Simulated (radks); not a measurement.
Results of a calculation; reference values are marked as such.
Task: The mean radii <r> (bohr) of the occupied orbitals of an atom or ion are listed with their occupations. Code: a radial shooting solver on a logarithmic mesh with Libxc functionals. Model: scalar-relativistic Kohn-Sham, PBE, spin-polarised, spherical densities, finite nucleus; Fermi nuclear charge, rms radius of each element as measured or else 0.836 A^(1/3) + 0.57 fm.

| orbital | occ. | <r> |
|---|---|---|
| 1s up | 1 | 0.02074 |
| 1s down | 1 | 0.02074 |
| 2s up | 1 | 0.08810 |
| 2s down | 1 | 0.08810 |
| 2p up | 3 | 0.07807 |
| 2p down | 3 | 0.07806 |
| 3s up | 1 | 0.2299 |
| 3s down | 1 | 0.2297 |
| 3p up | 3 | 0.2290 |
| 3p down | 3 | 0.2286 |
| 3d up | 5 | 0.2080 |
| 3d down | 5 | 0.2076 |
| 4s up | 1 | 0.5142 |
| 4s down | 1 | 0.5143 |
| 4p up | 3 | 0.5425 |
| 4p down | 3 | 0.5425 |
| 4d up | 5 | 0.5784 |
| 4d down | 5 | 0.5784 |
| 5s up | 1 | 1.085 |
| 4f up | 7 | 0.6421 |
| 5p up | 1 | 1.176 |

Name the element and its charge. Open shells, if any, are filled with parallel spins first.

Result: Z = 67, holmium, charge +12: Ho12+ in [Kr] 4d10 4f7 5s1 5p1. The 1s radius gives Z: for a bare nucleus <r> = (2 gamma + 1)/(2Z) with gamma = sqrt(1 - (Z/c)^2), 0.02048 bohr for Z = 67, and screening makes it slightly larger (0.02074 here). The occupations add up to 55, and the charge is Z minus that.
